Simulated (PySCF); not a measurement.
Species: C6H14P2.
SMILES: `C=CC[P@@](C)(=CC)P`

Method: PySCF, TDDFT CAM-B3LYP/def2-SVPD, vertical, gas phase, core orbitals frozen in the response. One conformer (not necessarily the lowest) at the PBE0-D3(BJ)/def2-SVP geometry, without solvent, vibrations or thermal averaging. Torsions of this conformer, `[CH2:1]=[CH:2][CH2:3][P@:4]([CH3:5])([PH2:6])=[CH:7][CH3:8]`: C1–C2–C3–P4 -104°, C2–C3–P4–C5 175°, H–P6–P4–C3 -179°, H–P6–P4–C3 -86°.

Broadening: Gaussians 0.25 eV wide at half height, area fixed by f = 4.319×10⁻⁹ ∫ε dν̃. The width is an assumption, not a result. The curve ends short of the highest state used, and states not computed would add to its high-energy end.

λ (nm), ε (L mol⁻¹ cm⁻¹) and a bar:
```
    223.1       7639 #######
    226.0       4511 ####
    229.0       1902 ##
    231.9        893 #
    234.9        680 #
    237.8        714 #
    240.8       1169 #
    243.7       2420 ##
    246.7       4336 ####
    249.7       5752 #####
    252.6       5707 #####
    255.6       4489 ####
    258.5       3467 ###
    261.5       4155 ####
    264.4       7784 #######
    267.4      14933 ##############
    270.3      23434 ######################
    273.3      30257 ############################
    276.3      31910 ##############################
    279.2      28267 ###########################
    282.2      21366 ####################
    285.1      14415 ##############
    288.1       8732 ########
    291.0       5123 #####
    294.0       2976 ###
    296.9       1866 ##
    299.9       1230 #
    302.9        824 #
    305.8        537 #
    308.8        317 
    311.7        173 
    314.7         84 
    317.6         37 
    320.6         15 
    323.5          5 
    326.5          2
```

Question: Locate the maxima and give the states behind the curve.

Answer: 276 nm (4.50 eV), ε about 32000, made up of S3 (91%); 251 nm (4.94 eV), ε about 5900, made up of S5 (97%) (ε in L mol⁻¹ cm⁻¹; maxima over ε = 5, shares over 10%). At its high-energy end, 5.56 eV, the curve is still rising (ε about 7700, from S7 and S8). The states used: S1 4.17 eV (f 0.0085); S2 4.39 eV (f 0.048); S3 4.51 eV (f 0.271); S4 4.77 eV (f 0.0047); S5 4.94 eV (f 0.053); S6 5.27 eV (f 0.0052); S7 5.60 eV (f 0.065); S8 5.68 eV (f 0.020); S9 6.10 eV (f 0.0084); S10 6.16 eV (f 0.0040).

Question: Does any computed singlet lie in the visible range?

Answer: No computed singlet lies in the visible range (380 to 750 nm); the lowest, at 297 nm, stands 0.91 eV above its violet end (3.26 eV); a Tamm–Dancoff triplet lies at 401 nm, without intensity as long as spin–orbit coupling is left out.

Question: Coming from long wavelengths, where does ε first pass 100 L mol⁻¹ cm⁻¹?

Answer: At about 314 nm (3.95 eV), 0.22 eV below S1.

Question: What would ε be at 4.50 eV, the highest of these maxima, with half the width (0.125 eV)?

Answer: About 58500 L mol⁻¹ cm⁻¹ against 32100, a factor of about 1.8; a lone state at its own centre would give exactly 2.

The vertical ionisation energy (ΔSCF) is 6.32 eV, 0.16 eV above S10.

The run took 3.5 min wall on one thread, Arm Neoverse V1 (aarch64), on a shared host, and the process peaked at 1.6 GiB of memory.
